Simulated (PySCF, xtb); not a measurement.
# Ranking isomers of GeH2O

3 gas-phase structures of GeH2O, found in a search over its isomers (lower ones may exist). Each was relaxed with GFN2-xTB; where two conformers were screened, the lower at r2SCAN-D4/def2-SVP is listed:

A. `[OH][GeH]`, a triplet
B. `[O]=[GeH2]`, a singlet
C. `[OH][GeH]`, a singlet

**Question.** Make a reasoned guess at their ranking by r2SCAN-D4/def2-SVP single-point energy.

**Answer.** Calculated order at r2SCAN-D4/def2-SVP: C (0.0), B (109.4), A (163.8) kJ/mol.

Energies above the lowest of each column, in kJ/mol; the last columns are at B3LYP/6-31G* geometries and were run for some of them only (a dash: not run or not comparable):

| structure | GFN2-xTB | HF/STO-3G | r2SCAN-D4/def2-SVP | B3LYP/6-31G* | CCSD(T)/def2-TZVPP |
| --- | --- | --- | --- | --- | --- |
| C | 0.0 | 0.0 | 0.0 | 0.0 | 0.0 |
| B | 121.0 | 74.5 | 109.4 | 116.2 | 103.2 |
| A | – | 148.1 | 163.8 | – | – |

Every level run on C puts it lowest or level with the lowest. Some further structures that were screened fall inside this span and aren't listed. Flexible structures stand in one conformer each, not always the lowest. Frequencies (GFN2-xTB) were run for B, C alone. GFN2-xTB has no spin polarisation and isn't compared across spin states. Open shells are spin-unrestricted. Large T1 diagnostics make some coupled-cluster values less sure.

Programs: PySCF 2.14.0, xtb 6.7.1 (Pople sets with spherical d functions).
